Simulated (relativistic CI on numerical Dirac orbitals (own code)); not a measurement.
**Hyperfine structure of Co¹²⁺, mass number 59**

Calculated at this level of theory: Dirac-Coulomb-Breit CI, orbitals from a KLI potential per configuration, a model potential for QED, unscaled Slater integrals (own radial code, finite nucleus).

Configuration list (outside the closed core [Ne]): 3s2.3p3, 3s.3p4, 3s2.3p2.3d, 3p5, 3s.3p3.3d, 3p4.3d, 3s.3p2.3d2, 3s2.3p2.4s, 3s2.3p.3d.4p, 3s2.3p2.4p, 3p4.4s, 3p4.4p, 3s.3p2.3d.4s, 3s2.3p.3d2, 3s2.3d3, 3s.3p.3d3, 3s2.3d2.4s, 3s2.3d2.4p, 3p3.3d2, 3p2.3d3, 3p2.3d2.4s, 3p2.3d2.4p, 3s2.3p.3d.4s, 3s.3p.3d2.4s, 3s2.3d.4s2, 3s2.3d.4s.4p. Double excitations out of closed p, d and f shells are left out; levels of such configurations are missing from the list, as are those of other unlisted configurations, and high levels can miss mixing partners.

Nuclear spin I = 7/2, μ = 4.615 μN, Q = 0.42 b (tables of Stone and Pyykkö). The electronic factors are computed for point nuclear moments, without core polarisation or the Bohr-Weisskopf and QED corrections.

```csv
Level,E (eV),A (MHz),B (MHz)
3s2.3p3 2D°_3/2,5.8769,6804,3480
3s2.3p3 2D°_5/2,6.6198,12460,-23.8
3s2.3p3 2P°_1/2,10.3599,34670,
3s2.3p3 2P°_3/2,11.4091,7125,-3580
3s.3p4 4P_5/2,36.5231,27450,3420
3s.3p4 4P_3/2,37.9813,24910,-2810
3s.3p4 4P_1/2,38.6169,56440,
3s.3p4 2D_3/2,45.6796,-6303,-5020
```

Levels with J = 0, under 50 % of one LS term, or S terms without an open s electron are left out. Small factors come from cancelling terms and can be off by tens of per cent or more.

At this charge energies of transitions that change n are usually good to better than 1 %, and those within a shell (Δn = 0) to a few per cent.

Give the hyperfine levels of 3s2.3p3 2D°_5/2 relative to its centre of gravity.

With K = F(F + 1) − I(I + 1) − J(J + 1), E = AK/2 + B[¾K(K + 1) − I(I + 1)J(J + 1)]/[2I(2I − 1)J(2J − 1)]: F = 1: -140200, F = 2: -115300, F = 3: -77880, F = 4: -28030, F = 5: 34270, F = 6: 109000 MHz.

LS names give the leading component of a level, which can be under half, so a name can repeat, a term be missing and a line seem to break the LS rules.
